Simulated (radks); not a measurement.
Results of a calculation; reference values are marked as such.
These are the eigenvalues of the occupied orbitals of an atom or ion with whole-number occupations (hartree). Level of theory: scalar-relativistic Kohn-Sham, LDA (Slater exchange, Perdew-Wang correlation), spin-polarised, spherical densities, finite nucleus; Fermi nuclear charge, rms radius of each element as measured or else 0.836 A^(1/3) + 0.57 fm (a radial shooting solver on a logarithmic mesh with Libxc functionals).

1s down: -2397.410
1s up: -2397.410
2s up: -410.9124
2s down: -410.9109
2p up: -361.1730
2p down: -361.1719
3s up: -94.38608
3s down: -94.38570
3p up: -79.52000
3p down: -79.51958
3d up: -61.86331
3d down: -61.86246
4s up: -19.79679
4s down: -19.79574
4p up: -14.91554
4p down: -14.91447
4d up: -8.59924
4d down: -8.59780
5s up: -3.48183
5s down: -3.46670
5p up: -2.31754
5p down: -2.29708
4f up: -1.63764
4f down: -1.63342
5d up: -1.02088

Which element is it, and in what charge state? The configuration may be excited. Open shells, if any, are filled with parallel spins first.

Answer. Z = 72, hafnium, charge +3: Hf3+ in [Xe] 4f14 5d1. The list shows which subshells hold electrons but not how many an open one holds; the 1s level, -2397.4 hartree, gives Z - s = 69.2 by -(Z - s)^2/2, which with screening and relativity narrows Z to a few neighbours, and the depths of the outer levels then fix element, charge and occupations together.
